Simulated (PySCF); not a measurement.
Cl2F2HNW, multiplicity 1. Atoms are numbered in the order given.

```xyz
7

W     -0.0448     0.1832     0.0000
N     -1.7599     0.4786     0.0000
H     -2.7592     0.6714     0.0000
F      0.4004     1.9782     0.0000
F      1.8624    -0.0476     0.0000
Cl    -0.0580    -1.0280     1.9150
Cl    -0.0580    -1.0280    -1.9150
```
Charge 0, spin multiplicity 1.

Coordinates come from a PBE0-D3(BJ)/def2-SVP optimisation. The spin state was assumed, not searched. The structure was generated by enumeration; whether it is a known compound was not checked. The def2 effective core potentials stand for the cores of W; spin–orbit coupling is left out.

Calculation: TDDFT-ωB97X/def2-SVPD in PySCF.

Vertical excitations.  State labels are in the subgroup Cs.

Computed excitation energies, oscillator strengths and character:
| state | symmetry | energy (eV) | λ (nm) | f | main pairs |
|---|---|---|---|---|---|
| S1 | A" | 4.22 | 294 | 0.002 | HOMO→LUMO 83 % |
| S2 | A' | 4.44 | 279 | 0.002 | HOMO−1→LUMO 72 %, HOMO→LUMO+1 24 % |
| S3 | A' | 4.48 | 277 | 0.004 | HOMO→LUMO+1 70 %, HOMO−1→LUMO 22 % |
| S4 | A" | 4.54 | 273 | 0.007 | HOMO−1→LUMO+1 61 %, HOMO−1→LUMO+2 12 %, HOMO→LUMO 12 % |
| S5 | A" | 4.86 | 255 | 0.001 | HOMO−1→LUMO+2 47 %, HOMO−1→LUMO+1 20 %, HOMO→LUMO+3 18 % |
| S6 | A' | 5.15 | 241 | 0.001 | HOMO→LUMO+2 50 %, HOMO−1→LUMO+3 33 % |
| S7 | A" | 5.16 | 240 | 0.002 | HOMO→LUMO+3 62 %, HOMO−1→LUMO+2 22 % |
| S8 | A" | 5.51 | 225 | 0.013 | HOMO−2→LUMO 52 %, HOMO−4→LUMO 36 % |
| S9 | A' | 5.56 | 223 | 0.000 | HOMO−3→LUMO 65 %, HOMO−2→LUMO+1 22 % |
| S10 | A' | 5.74 | 216 | 0.009 | HOMO−2→LUMO+1 67 %, HOMO−3→LUMO 21 % |
| T1 | A' | 3.80 | 326 | 0 | HOMO→LUMO+2 39 %, HOMO→LUMO+1 17 %, HOMO−1→LUMO+3 14 %, HOMO−4→LUMO+2 8 % |
| T2 | A" | 4.02 | 308 | 0 | HOMO→LUMO 88 % |
| T3 | A' | 4.14 | 299 | 0 | HOMO−1→LUMO 55 %, HOMO→LUMO+1 18 %, HOMO−1→LUMO+3 11 % |
| T4 | A" | 4.21 | 294 | 0 | HOMO−1→LUMO+1 46 %, HOMO−1→LUMO+2 27 % |
Triplets are in the Tamm–Dancoff approximation, which puts them higher than full response would, so one can lie above its singlet here.
